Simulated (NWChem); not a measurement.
**Correlation energy of Sn (+1)**

```xyz
1

Sn     0.0000     0.0000     0.0000
```
Charge +1, spin multiplicity 2.

Program: NWChem.

Basis set: def2-SVP. Each correlation energy counts from its own Hartree-Fock reference.

Effective core potentials replace the inner electrons of Sn; spin-orbit coupling is left out. The correlated methods keep 4 core orbitals frozen. No SCF solution was tested for a lower state. Open-shell Hartree-Fock references start from PBE0 orbitals. Coupled-cluster values serve here as a point of comparison, not as the truth.

Problem. Order these methods by the correlation energy they give, lowest first: UMP2, SCS-UMP2, CCSD on UHF, CCSD[T] on UHF.

Solution. CCSD[T] on UHF (-62.3 mHa), CCSD on UHF (-61.0 mHa), SCS-UMP2 (-48.4 mHa), UMP2 (-46.3 mHa)
